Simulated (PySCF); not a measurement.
# SMILES CCn1nncc1C, C₅H₉N₃

Geometry (Å), atoms numbered from 1 in this order:
```xyz
17

C     2.155   -0.089    0.309
C     1.183    0.251   -0.818
N    -0.067   -0.438   -0.659
N    -0.277   -1.617   -1.238
N    -1.442   -2.035   -0.919
C    -2.028   -1.131   -0.113
C    -1.153   -0.081    0.074
C    -1.264    1.182    0.841
H     3.103    0.415    0.142
H     1.760    0.224    1.272
H     2.327   -1.162    0.336
H     0.996    1.328   -0.851
H     1.600   -0.072   -1.775
H    -3.014   -1.276    0.276
H    -1.099    2.043    0.193
H    -2.258    1.255    1.274
H    -0.530    1.216    1.646
```

Computed with GIAO B97-2/pcSseg-1 magnetisability, rotational g tensor and spin-rotation constants, non-relativistic, gas phase (PySCF 2.14.0). Geometry: GFN2-xTB.

(1) Give the nuclear spin-rotation constants along the inertial axes (H = +C I·J) beside the isotropic shieldings.

(2) How do the rotational constants and the g tensor change when H9, H10, H11, H12, H13, H14, H15, H16, H17 are replaced by deuterium?

## Answers

(1) Rotational constants 3.1770, 2.0142, 1.3687 GHz. A star marks the isotopologue with that one atom substituted, in its own axes.
```csv
atom,isotope,Caa (kHz),Cbb (kHz),Ccc (kHz),mean (kHz),σ (ppm)
N3,14N,0.657,0.266,0.125,0.349,-1.4
N4,14N,0.884,0.440,0.139,0.488,-127.7
N5,14N,0.845,0.496,0.093,0.478,-112.8
H9,1H,0.055,-0.239,-0.140,-0.108,30.6
H10,1H,-0.335,-0.045,-0.099,-0.160,30.5
H11,1H,-0.318,-0.065,-0.086,-0.156,30.2
H12,1H,-0.282,-0.029,-0.075,-0.129,27.8
H13,1H,-0.268,0.005,-0.083,-0.116,27.1
H14,1H,0.201,-0.126,-0.127,-0.017,24.4
H15,1H,-0.279,-0.192,-0.007,-0.159,29.5
H16,1H,-0.103,-0.089,-0.142,-0.112,29.2
H17,1H,-0.138,-0.196,-0.064,-0.132,29.5
C1,13C*,0.427,0.315,0.187,0.310,167.3
C2,13C*,0.504,0.410,0.247,0.387,141.8
C6,13C*,1.269,0.696,0.295,0.753,51.4
C7,13C*,1.083,0.906,0.231,0.740,51.8
C8,13C*,0.439,0.263,0.168,0.290,175.1
```
For the geometry as given, no vibrational averaging.

(2) Constants 2.6510, 1.7007, 1.1729 GHz; g -0.0383, -0.0189, 0.0068, against -0.0442, -0.0228, 0.0086 before.
